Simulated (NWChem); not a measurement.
# C$_{2}$H$_{6}$B, doublet; SMILES C[B]C

All runs: NWChem. Spin-unrestricted. In the optimisation the excess spin sits in a (C2, its own frame). All runs use the structure optimised with PBE0/def2-SVP, spin-unrestricted. No stability test was run on the SCF state.

Problem. Among these, which level gives the highest value of “lowest empty minus highest occupied level, either spin (eV)”?
(A) TPSS/aug-pcseg-1
(B) TPSS/pcseg-1
(C) TPSS/pcseg-2
(D) TPSS/STO-3G

Solution. D, TPSS/STO-3G. Values: TPSS/aug-pcseg-1 2.24; TPSS/pcseg-1 2.24; TPSS/pcseg-2 2.25; TPSS/STO-3G 2.66
